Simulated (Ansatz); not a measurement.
System: C₄H₇Cl₂ (charge -1, singlet). It need not be the lowest isomer of its formula. Whether it binds its extra electron was not tested at this geometry. 
Coordinates optimised at B3LYP-D3(BJ)/def2-TZVP (Ansatz, a program for electronic structure):
```
C
H 1 1.0974
H 1 1.1188 2 105.75
C 1 1.5033 2 107.42 3 121.72
C 4 1.5091 1 109.12 2 -59.16
H 5 1.0927 4 111.91 1 -172.16
H 5 1.0988 6 107.26 4 118.07
H 5 1.1160 6 107.14 7 114.57
C 1 1.5176 2 108.73 3 -112.58
H 9 1.0861 1 110.55 2 -160.84
H 9 1.0893 10 110.33 1 124.94
Cl 9 1.8343 10 105.48 11 111.93
Cl 4 1.9639 1 103.13 2 -168.46
```
Charge -1, spin multiplicity 1.

Basis-set convergence of Hartree-Fock and MP2 correlation energies (hartree) with Ansatz. Valence correlation only, unless marked. Spin-orbit coupling is left out. No relativistic terms. This anion needs diffuse functions, which these sets lack.

```tsv
basis	functions	E(HF)	E(corr, MP2)
cc-pV(D+d)Z	137	-1074.51007	-0.84925
cc-pV(T+d)Z	296	-1074.58528	-1.08484
cc-pV(Q+d)Z	558	…	…
```

### Question
Some entries are withheld; supply them.

### Answer

- cc-pV(Q+d)Z, E(HF): -1074.60452
- cc-pV(Q+d)Z, E(corr, MP2): -1.17023
